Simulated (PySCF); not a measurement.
The vertical singlet excitations below were computed for one of the candidates. Level of theory: PySCF, TDDFT CAM-B3LYP/def2-SVPD, vertical, gas phase, core orbitals frozen in the response. Geometries: GFN2-xTB, one conformer each.

```json
{"state": "S1", "E (eV)": "4.15", "f": "0.439"}
{"state": "S2", "E (eV)": "4.80", "f": "0.0086"}
{"state": "S3", "E (eV)": "4.90", "f": "0.012"}
{"state": "S4", "E (eV)": "5.81", "f": "0.148"}
{"state": "S5", "E (eV)": "5.95", "f": "0.030"}
{"state": "S6", "E (eV)": "6.03", "f": "0.0079"}
{"state": "S7", "E (eV)": "6.45", "f": "0.044"}
{"state": "S8", "E (eV)": "6.53", "f": "0.0007"}
```

Triplets computed (Tamm–Dancoff): 2.14, 3.97, 4.18 eV.

Problem. Which structure fits?
A. `CC(C(F)F)C(F)F`
B. `FCCCC(F)(F)F`
C. `[H]/P=C(/F)c1ccccc1`

Solution. C. Its S1, at 4.15 eV, is the lowest among the candidates; the nearest of the others has S1 at 9.30 eV. S1 is HOMO→LUMO (96%). Löwdin shares by element: HOMO carbon 40% or more, phosphorus 32% (atoms not listed hold the other 28%); LUMO carbon 38% or more, phosphorus 30% (atoms not listed hold the other 32%). At the same level the other candidates give, for their lowest levels:
- `FCCCC(F)(F)F`: 9.30 eV (f 0.007); 9.45 eV (f 0.016); 9.89 eV (f 0.005); 10.02 eV (f 0.018); 10.09 eV (f 0.032); T1 9.02 eV; HOMO -11.24, LUMO 1.21 eV
- `CC(C(F)F)C(F)F`: 9.53 eV (f 0.019); 9.72 eV (f 0.013); 9.90 eV (f 0.007); 10.03 eV (f 0.003); 10.10 eV (f 0.024); T1 9.26 eV; HOMO -11.27, LUMO 1.28 eV

Conformer computed: `[H]/[P:3]=[C:2](/[F:1])[c:4]1[cH:5][cH:6][cH:7][cH:8][cH:9]1`: F1–C2–C4–C5 15°.
